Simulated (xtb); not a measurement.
CH₈GeOSi, SMILES [SiH2]([O][GeH3])C. All values are semi-empirical tight-binding results from xtb (GFN2-xTB unless named), good for trends rather than for accurate numbers. The structure is a stationary point at GFN2-xTB. The structure was generated by enumeration, and PubChem lists no compound with its InChIKey, so it may never have been made. Other conformers were not sampled.

Optimised geometry:

Bonds (Å): Si1–C2 1.896, Si1–O3 1.629, Si1–H5 1.465, Si1–H6 1.468, C2–H7 1.087, C2–H8 1.085, C2–H9 1.087, O3–Ge4 1.723, Ge4–H10 1.497, Ge4–H11 1.501, Ge4–H12 1.501. Bond angles (°): C2–Si1–O3 107.7, C2–Si1–H5 112.2, C2–Si1–H6 110.9, O3–Si1–H5 104.8, O3–Si1–H6 109.7, H5–Si1–H6 111.3, Si1–C2–H7 111.4, Si1–C2–H8 110.5, Si1–C2–H9 111.8, H7–C2–H8 107.7, H7–C2–H9 107.5, H8–C2–H9 107.7, Si1–O3–Ge4 155.3, O3–Ge4–H10 103.8, O3–Ge4–H11 107.7, O3–Ge4–H12 107.7, H10–Ge4–H11 112.8, H10–Ge4–H12 112.7, H11–Ge4–H12 111.7.

A frequency run showed that this geometry is not a minimum.

For metal compounds this method's bond lengths and energies can be far off.

* **orbital gap**: 5.93 eV

Problem. Give the atomic charges and the Wiberg bond orders between heavy atoms. (An estimate is asked for; the answer gives what the named calculation found.)

Solution. charges (e) Si1 0.53, C2 -0.20, O3 -0.43, Ge4 0.21, H5 -0.08, H6 -0.09, H7 0.04, H8 0.02, H9 0.04, H10 0.00, H11 -0.01, H12 -0.01. Bond orders Si1–C2 0.91, Si1–O3 1.05, O3–Ge4 1.12.
